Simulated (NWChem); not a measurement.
A series in which one site is exchanged, each optimised at B3LYP/6-31G* with NWChem, gas phase unless a solvent is named. All stand in one matching conformer (torsions within 35°), which need not be the lowest. Pople sets run with spherical d functions. This build's default masses of Se (78.918 u) and Br (79.917 u) are each other's, which moves their modes by up to 0.6 %.

A: [OH][GaH2] (GaH3O; site = H)
B: [OH][GaH][F] (GaH₂OF; site = F)
C: [OH][GaH][Br] (GaH2OBr; site = Br)
D: [OH][GaH][Cl] (GaH₂OCl; site = Cl)

| quantity | A | B | C | D |
|---|---|---|---|---|
| dipole (D), B3LYP/6-31G* | 1.59 | (withheld) | 3.06 | 3.32 |
| static polarisability, CAM-B3LYP/def2-SVPD (bohr³) | 35.0 | (withheld) | 54.6 | 46.4 |
| lowest singlet excitation, CAM-B3LYP/def2-SVPD, TDA (eV) | 5.86 | (withheld) | 5.85 | 6.35 |

Q: Some entries are withheld; supply them.

A: 
- dipole (D), B3LYP/6-31G*, B: 0.48
- static polarisability, CAM-B3LYP/def2-SVPD (bohr³), B: 31.4
- lowest singlet excitation, CAM-B3LYP/def2-SVPD, TDA (eV), B: 7.13
